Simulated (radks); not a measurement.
Q: Ionisation ladder of mercury, from Hg to Hg21+. Each ion is in the ground configuration listed by NIST, and IE = E(next ion) - E(this ion). Calculated with a radial shooting solver on a logarithmic mesh with Libxc functionals: Dirac Kohn-Sham, exchange-only PBE, spin-unpolarised, spherical densities, finite nucleus; open shells fill j = l - 1/2 first; Fermi nuclear charge, rms radius 5.4648 fm.

species           configuration  IE, Delta-SCF (eV)  -e(HOMO) (eV)   HOMO
Hg                         [Hg]               9.928          6.074  6s1/2
Hg+          [Xe] 4f14 5d10 6s1              18.240         13.946  6s1/2
Hg2+             [Xe] 4f14 5d10                   ?         26.857  5d5/2
Hg3+              [Xe] 4f14 5d9                   ?         40.321  5d5/2
Hg4+              [Xe] 4f14 5d8              62.506         54.852  5d5/2
Hg5+              [Xe] 4f14 5d7              78.368         70.302  5d5/2
Hg6+              [Xe] 4f14 5d6              95.000         86.563  5d5/2
Hg7+              [Xe] 4f14 5d5                   ?         103.55  5d5/2
Hg8+              [Xe] 4f14 5d4              133.30         124.05  5d3/2
Hg9+              [Xe] 4f14 5d3              152.21         142.66  5d3/2
Hg10+             [Xe] 4f14 5d2              171.67         161.85  5d3/2
Hg11+             [Xe] 4f14 5d1                   ?         181.58  5d3/2
Hg12+                 [Xe] 4f14              274.60         263.11  5p3/2
Hg13+    [Kr] 4d10 4f14 5s2 5p5              297.83         286.15  5p3/2
Hg14+    [Kr] 4d10 4f14 5s2 5p4              321.42         309.56  5p3/2
Hg15+    [Kr] 4d10 4f14 5s2 5p3              345.35         333.32  5p3/2
Hg16+    [Kr] 4d10 4f14 5s2 5p2              395.37         382.41  5p1/2
Hg17+    [Kr] 4d10 4f14 5s2 5p1              421.51         408.38  5p1/2
Hg18+        [Kr] 4d10 4f14 5s2              504.83         478.02  5s1/2
Hg19+        [Kr] 4d10 4f13 5s2              524.23         510.21  5s1/2
Hg20+        [Kr] 4d10 4f13 5s1              552.50         538.31  5s1/2
Hg21+            [Kr] 4d10 4f13              615.76         592.74  4f7/2

Estimate the withheld Delta-SCF values.

A: Hg2+: 33.492 eV (NIST 34.49); Hg3+: 47.505 eV (NIST 48.6); Hg7+: 112.33 eV (NIST 114); Hg11+: 191.66 eV (NIST 193).

Beside tabulated values, note that spin-unpolarised runs miss the spin-polarisation part of the exchange energy of open shells.
